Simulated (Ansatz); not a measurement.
C3H9AlSi, SMILES `C=C(C)[SiH2][AlH2]`, 14 atoms. Charge 0, multiplicity 1. All runs use 4 threads of an AMD EPYC 9R45 on a shared host. Correlated methods freeze the cores.

Question: Give the basis size and wall time and peak host memory of each of these runs in Ansatz. direct RPA on PBE orbitals/def2-TZVPP energy; RKS PBE0-D4/def2-TZVP frequencies; RKS PBE0-D4/def2-SVP energy; RKS PBE0-D4/def2-QZVPP energy; RKS PBE0-D4/def2-TZVP relaxation (17 steps); RHF-CCSD(T)/def2-TZVPP energy; RHF-MP2/def2-QZVPP energy; RHF-CCSD(T)/def2-SVP energy; RKS ωB97X-V/def2-TZVPP energy; RKS BLYP-D4/def2-TZVPP energy; RKS ωB97M-V/def2-QZVPP energy; RKS ωB97M-V/def2-TZVPP energy and forces. (An estimate is asked.)

Answer: The calculation gave: Other jobs shared the machine, so times are rough.

| level | job | functions | wall time | peak host memory (GiB) |
| --- | --- | --- | --- | --- |
| RKS PBE0-D4/def2-SVP | energy | 123 | 0.5 s | 0.54 |
| RKS BLYP-D4/def2-TZVPP | energy | 303 | 1 s | 0.46 |
| RHF-CCSD(T)/def2-SVP | energy | 123 | 2 s | 0.68 |
| direct RPA on PBE orbitals/def2-TZVPP | energy | 303 | 2.5 s | 0.95 |
| RKS ωB97X-V/def2-TZVPP | energy | 303 | 3.5 s | 1.1 |
| RKS PBE0-D4/def2-QZVPP | energy | 581 | 4.4 s | 2.6 |
| RKS ωB97M-V/def2-TZVPP | energy and forces | 303 | 5 s | 1.3 |
| RKS ωB97M-V/def2-QZVPP | energy | 581 | 9.5 s | 2.9 |
| RHF-MP2/def2-QZVPP | energy | 581 | 12 s | 4.7 |
| RKS PBE0-D4/def2-TZVP | relaxation (17 steps) | 221 | 26 s | 0.68 |
| RKS PBE0-D4/def2-TZVP | frequencies | 221 | 98 s | 0.73 |
| RHF-CCSD(T)/def2-TZVPP | energy | 303 | 2.8 min | 3.8 |
